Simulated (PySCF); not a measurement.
Molecule: SMILES CCC1=CN(C=C)N=N1, C6H9N3.

Cartesian coordinates in Å; atom numbers follow the order of the lines, from 1:
```xyz
18

C     3.348   -0.005    1.537
C     2.626    0.340    0.483
N     1.325   -0.103    0.280
C     0.502    0.188   -0.763
C    -0.665   -0.489   -0.487
C    -1.951   -0.529   -1.234
C    -2.901    0.561   -0.734
N    -0.484   -1.139    0.689
N     0.687   -0.910    1.134
H     2.942   -0.660    2.287
H     4.350    0.359    1.667
H     2.988    0.995   -0.297
H     0.797    0.814   -1.578
H    -2.410   -1.507   -1.079
H    -1.756   -0.392   -2.299
H    -3.086    0.433    0.330
H    -2.471    1.547   -0.895
H    -3.849    0.506   -1.262
```

Frames of a GFN2-xTB Langevin trajectory at 600 K; GIAO PBE0/pcSseg-1 shieldings in PySCF, gas phase, non-relativistic; equivalent atoms averaged within each frame.

δ = σ(ref) − σ, references computed at the same level: $^{13}$C (σ = 186.93 ppm) and $^{1}$H (σ = 31.72 ppm) against TMS; $^{15}$N (σ = 267.73 ppm) against NH3. The references are static minima.

Question: How do the shifts (ppm) fluctuate along the trajectory?

Answer: 
```tsv
time (fs)	C5	C2	C4	C1	C6	C7	N9	N8	N3	H12
optimised geometry	156.3	139.3	121.4	103.4	24.1	20.6	408.8	390.0	284.6	7.66
250	150.8	137.3	134.3	117.8	30.0	29.3	409.8	400.7	304.7	7.39
425	154.3	133.6	135.9	113.0	30.4	23.0	396.2	394.3	272.9	6.84
625	161.4	139.8	126.5	112.9	22.6	24.5	387.6	380.4	264.3	7.60
800	158.4	135.7	126.3	129.4	23.9	22.4	393.6	388.1	276.0	7.48
1000	148.5	140.5	119.3	116.5	17.8	22.0	400.3	403.1	286.1	6.92
mean of frames	154.7	137.4	128.5	117.9	25.0	24.3	397.5	393.3	280.8	7.25
standard deviation	5.3	2.9	6.8	6.8	5.3	3.0	8.2	9.3	15.5	0.35
```

5 frames give an uncertainty of the mean of about the standard deviation over 2.2 at best, since frames this close in time may not be independent; classical motion lacks zero-point vibration, and the reference would need the same averaging.
